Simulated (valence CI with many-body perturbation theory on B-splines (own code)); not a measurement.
# Sb XXI: electric-dipole lines

Computed by configuration interaction combined with many-body perturbation theory (CI+MBPT): three valence electrons over a frozen Dirac-Fock core [Ar] 3d10, radial functions for each j: 11 s, 11 p, 10 d, 8 f, 5 g, 2 h, with the one-electron correlation potential Σ1, the two-electron term Σ2, the three-electron term Σ3, Breit, model QED; selected CI, second order for the rest, scaled by the run's own slope (own B-spline code, finite nucleus).

No measured spectrum was set against this ion. As an estimate, levels hold to about 250 cm⁻¹ or 0.2 % of their energy and the worst to 1 %, as in measured heavy ions of charge 2 to 7; those with d or f electrons hold less well.

Lines 51 to 100 of 557 in falling wavelength, among levels below 2375500 cm⁻¹, chosen from the strongest by gf and those to the six lowest levels. Wavelengths and rates use the calculated energies, so an error of 2000 cm⁻¹ moves a line at 227.0 Å by 0.45 % and its rate by three times that or more. Electric multipoles are in the length gauge with retardation, E1 and E2 with the static RPA response of the core. Weak lines are less certain than strong ones. Lines between different terms over intervals too small for the method are left out, as are lines whose strength nearly cancels. Where a level lies close to another of its J and parity, the split of strength between their lines is uncertain. The highest levels of a list are the least certain.

Names give the largest LS component (configuration and term), which can be under half, so a name can repeat, a term be missing and a line seem to break the LS rules; names also repeat where a configuration has a term twice. Letters in brackets count levels of one name in rising energy.

| λ vac (Å) | Upper | Lower | A (s⁻¹) | S (a.u.) with core polarisation | S without |
| --- | --- | --- | --- | --- | --- |
| 227.0 | 4p 4d2 2F°_7/2 [d] | 4s 4d2 2F_7/2 | 5.77e+09 | 2.66e-01 | 2.91e-01 |
| 226.9 | 4p2 4d 4P_3/2 | 4s 4p 4d 4D°_5/2 | 1.05e+10 | 2.43e-01 | 2.65e-01 |
| 225.5 | 4p2 4f 4F°_9/2 [a] | 4s 4d2 2F_7/2 | 1.06e+10 | 5.98e-01 | 6.54e-01 |
| 224.6 | 4p 4d2 4G°_11/2 | 4s 4d2 4F_9/2 | 1.15e+10 | 7.74e-01 | 8.46e-01 |
| 223.9 | 4p3 4S°_3/2 | 4s 4p2 2D_3/2 | 3.61e+09 | 8.00e-02 | 8.75e-02 |
| 223.0 | 4p2 4f 4G°_11/2 | 4s 4p 4f 4F_9/2 [b] | 8.76e+09 | 5.75e-01 | 6.27e-01 |
| 222.8 | 4p2 4d 2D_5/2 [d] | 4s 4p 4d 2D°_5/2 [b] | 8.50e+09 | 2.78e-01 | 3.04e-01 |
| 221.3 | 4p3 2D°_5/2 | 4s 4p2 2D_3/2 | 5.34e+09 | 1.71e-01 | 1.87e-01 |
| 220.5 | 4p2 4d 4D_7/2 | 4s 4p 4d 2D°_5/2 [a] | 1.11e+10 | 4.68e-01 | 5.12e-01 |
| 220.3 | 4p 4d2 4D°_7/2 [a] | 4s 4d2 4P_5/2 | 6.61e+09 | 2.79e-01 | 3.05e-01 |
| 219.7 | 4p2 4f 2G°_9/2 [b] | 4s 4d2 2G_9/2 | 9.02e+09 | 4.72e-01 | 5.15e-01 |
| 219.3 | 4p2 4d 2G_7/2 | 4s 4p 4d 2F°_5/2 [a] | 7.68e+09 | 3.20e-01 | 3.50e-01 |
| 218.6 | 4p3 2P°_3/2 [a] | 4s 4p2 4P_3/2 | 7.63e+09 | 1.57e-01 | 1.72e-01 |
| 218.3 | 4p2 4f 2F°_7/2 | 4s 4p 4f 2D_5/2 [a] | 5.43e+09 | 2.23e-01 | 2.42e-01 |
| 217.9 | 4s 4p 4d 2F°_7/2 [a] | 4s2 4d 2D_5/2 | 1.20e+10 | 4.91e-01 | 5.36e-01 |
| 217.4 | 4p2 4d 4F_7/2 | 4s 4p 4d 4P°_5/2 | 1.62e+10 | 6.56e-01 | 7.18e-01 |
| 217.2 | 4p2 4d 2F_7/2 [a] | 4s 4p 4d 4F°_7/2 | 5.77e+09 | 2.33e-01 | 2.54e-01 |
| 217.2 | 4s 4p 4f 4G_5/2 [b] | 4s 4p 4d 2D°_5/2 [b] | 9.50e+09 | 2.88e-01 | 3.15e-01 |
| 216.7 | 4p2 4d 2F_7/2 [b] | 4s 4p 4d 2F°_7/2 [a] | 5.56e+09 | 2.23e-01 | 2.44e-01 |
| 216.5 | 4p2 4f 2H°_9/2 | 4s 4p 4f 2F_7/2 [a] | 6.14e+09 | 3.07e-01 | 3.34e-01 |
| 215.7 | 4p 4d2 2F°_7/2 [b] | 4s 4d2 4F_5/2 | 5.76e+09 | 2.28e-01 | 2.49e-01 |
| 215.3 | 4p2 4f 2H°_11/2 | 4s 4p 4f 4F_9/2 [a] | 1.77e+10 | 1.04e+00 | 1.14e+00 |
| 215.2 | 4p2 4f 4F°_9/2 [b] | 4s 4p 4f 2F_7/2 [b] | 8.88e+09 | 4.37e-01 | 4.74e-01 |
| 214.1 | 4s 4p 4d 2D°_3/2 [b] | 4s2 4d 2D_3/2 | 1.31e+10 | 2.53e-01 | 2.76e-01 |
| 212.9 | 4p2 4f 4G°_11/2 | 4s 4p 4f 4G_11/2 | 2.08e+10 | 1.19e+00 | 1.30e+00 |
| 211.9 | 4p2 4f 2G°_7/2 [b] | 4s 4p 4f 4F_9/2 [a] | 9.52e+09 | 3.58e-01 | 3.89e-01 |
| 211.2 | 4p 4d2 2F°_7/2 [d] | 4s 4p 4f 4D_5/2 | 1.14e+10 | 4.25e-01 | 4.63e-01 |
| 210.7 | 4p 4d2 4F°_9/2 | 4s 4d2 4F_9/2 | 8.12e+09 | 3.75e-01 | 4.09e-01 |
| 209.8 | 4p 4d2 4F°_9/2 | 4s 4d2 4F_7/2 | 9.88e+09 | 4.50e-01 | 4.92e-01 |
| 209.8 | 4p2 4f 2G°_9/2 [a] | 4s 4p 4f 4D_7/2 | 1.65e+10 | 7.50e-01 | 8.17e-01 |
| 209.3 | 4p2 4d 4D_7/2 | 4s 4p 4d 4D°_7/2 | 6.38e+09 | 2.31e-01 | 2.52e-01 |
| 209.3 | 4p2 4d 2F_5/2 | 4s 4p 4d 4F°_5/2 | 8.99e+09 | 2.44e-01 | 2.66e-01 |
| 209.3 | 4s 4p 4f 2G_9/2 [a] | 4s2 4f 2F°_7/2 | 1.83e+10 | 8.25e-01 | 8.99e-01 |
| 209.0 | 4p 4d2 4D°_7/2 [b] | 4s 4d2 4P_5/2 | 6.98e+09 | 2.51e-01 | 2.75e-01 |
| 208.9 | 4p2 4f 4F°_9/2 [a] | 4s 4p 4f 4F_7/2 | 5.14e+09 | 2.31e-01 | 2.52e-01 |
| 208.5 | 4p2 4f 4G°_9/2 | 4s 4p 4f 4F_9/2 [a] | 9.16e+09 | 4.09e-01 | 4.46e-01 |
| 208.0 | 4s 4p 4d 2F°_7/2 [b] | 4s2 4d 2D_5/2 | 2.55e+10 | 9.06e-01 | 9.92e-01 |
| 207.3 | 4p 4d2 4F°_7/2 | 4s 4p 4f 4D_7/2 | 5.99e+09 | 2.11e-01 | 2.30e-01 |
| 207.2 | 4p2 4f 2F°_7/2 | 4s 4d2 2F_5/2 | 7.21e+09 | 2.53e-01 | 2.77e-01 |
| 207.2 | 4p2 4d 2D_5/2 [a] | 4s 4p 4d 2D°_3/2 [a] | 1.03e+10 | 2.71e-01 | 2.97e-01 |
| 206.1 | 4p2 4f 4G°_11/2 | 4s 4d2 2G_9/2 | 1.35e+10 | 6.99e-01 | 7.64e-01 |
| 205.5 | 4p2 4d 4F_9/2 [a] | 4s 4p 4d 4F°_7/2 | 9.40e+09 | 4.03e-01 | 4.40e-01 |
| 204.4 | 4p2 4f 2G°_9/2 [b] | 4s 4p 4f 2G_7/2 [a] | 1.50e+10 | 6.32e-01 | 6.87e-01 |
| 204.0 | 4s 4p2 2D_3/2 | 4s2 4p 2P°_1/2 | 2.40e+10 | 4.02e-01 | 4.38e-01 |
| 203.9 | 4p2 4f 4F°_9/2 [b] | 4s 4p 4f 4F_9/2 [b] | 6.56e+09 | 2.74e-01 | 2.99e-01 |
| 203.7 | 4p2 4f 4G°_9/2 | 4s 4p 4f 4G_7/2 | 1.50e+10 | 6.25e-01 | 6.80e-01 |
| 203.4 | 4p2 4d 2F_7/2 [a] | 4s 4p 4d 4F°_5/2 | 8.11e+09 | 2.69e-01 | 2.94e-01 |
| 203.3 | 4p 4d2 2G°_7/2 | 4s 4p 4f 2F_5/2 | 1.32e+10 | 4.36e-01 | 4.75e-01 |
| 203.1 | 4p2 4f 2D°_5/2 | 4s 4p 4f 4G_5/2 [b] | 9.21e+09 | 2.28e-01 | 2.49e-01 |
| 201.3 | 4p 4d2 2F°_7/2 [c] | 4s 4d2 2G_9/2 | 1.22e+10 | 3.92e-01 | 4.27e-01 |
